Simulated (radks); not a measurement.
The numbers below are computed, except where a source is named.
Task: Species: Yb+. Configuration: [Xe] 4f14 6s1 (the NIST ground configuration). Code: a radial shooting solver on a logarithmic mesh with Libxc functionals. Model: Dirac Kohn-Sham, PBE, spin-unpolarised, spherical densities, finite nucleus; Fermi nuclear charge, rms radius 5.3108 fm. Some entries of the table are withheld. Estimate them.

orbital  occ.  eigenvalue (hartree)  <1/r> (bohr^-1)
1s1/2       2             -2247.473            80.61
2s1/2       2             -380.7682            19.46
2p1/2       2             -363.2414            19.44
2p3/2       4             -324.7646            16.69
3s1/2       2             -86.01157            7.134
3p1/2       2             -78.26659            7.051
3p3/2       4             -70.09965            6.345
3d3/2       4             -56.90294              (1)
3d5/2       6             -55.11856              (2)
4s1/2       2                   (3)            2.985
4p1/2       2             -13.98229            2.875
4p3/2       4             -12.13407            2.629
4d3/2       4              -6.97434            2.406
4d5/2       6              -6.63790            2.346
5s1/2       2              -2.26364            1.104
5p1/2       2              -1.41785              (4)
5p3/2       4              -1.19393              (5)
4f5/2       6              -0.38493            1.750
6s1/2       1              -0.34081           0.3544
4f7/2       8              -0.33652            1.715

Result: 
(1) 3d3/2 <1/r> (bohr^-1): 6.233
(2) 3d5/2 <1/r> (bohr^-1): 6.063
(3) 4s1/2 eigenvalue (hartree): -17.11808
(4) 5p1/2 <1/r> (bohr^-1): 0.9657
(5) 5p3/2 <1/r> (bohr^-1): 0.8782
